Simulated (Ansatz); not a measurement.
`C[O][GeH]([F])[S]C`, charge 0, multiplicity 1.

Give a relaxed structure at PBE0-D4/def2-TZVP (Ansatz 0.2.0). (Best estimate.)

Computed: 
```xyz
13

C     2.1455   -0.6497    1.1824
O     1.1964   -1.5362    0.6183
Ge   -0.1169   -0.9362   -0.3736
F     0.5555   -0.1157   -1.7584
S    -1.2592    0.5814    0.7276
C    -2.0860    1.3868   -0.6785
H     1.6683    0.1669    1.7344
H     2.7596   -1.2267    1.8759
H     2.7934   -0.2202    0.4122
H    -0.8740   -2.1478   -0.9173
H    -2.8085    0.7208   -1.1495
H    -2.6162    2.2439   -0.2641
H    -1.3579    1.7326   -1.4094
```
This is one stationary point; other conformers may exist.
